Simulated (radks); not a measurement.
Effect of the nuclear size on neutral selenium, [Ar] 3d10 4s2 4p4. All-electron calculation, Dirac Kohn-Sham, exchange-only LDA, spin-unpolarised, spherical densities, finite nucleus; open shells fill j = l - 1/2 first; Fermi nuclear charge, rms radius 4.14 fm. Program: a radial shooting solver on a logarithmic mesh with Libxc functionals. The rms radius is varied about that value; shifts are against it.

rms radius (fm),total energy shift (eV),density at nucleus (e/bohr^3),1s1/2 shift (meV),2s1/2 shift (meV),3p1/2 shift (meV),4s1/2 shift (meV)
3.3493,-0.161,4.016e+04,-68.4,-6.79,0.100,-0.100
3.9082,-0.0504,3.972e+04,-21.4,-2.13,0.031,-0.031
4.14,0,3.956e+04,0.000,0.000,0.000,0.000
4.3553,0.0493,3.942e+04,20.9,2.08,-0.031,0.031
5.0632,0.227,3.9e+04,96.7,9.61,-0.141,0.141

Slopes of the eigenvalues against <r^2> in GHz/fm^2, as finite differences over the two radii next to the reference (eigenvalue slopes, not the field-shift constants of lines): 1s1/2 2770, 2s1/2 275, 3p1/2 -4.06, 4s1/2 4.04.
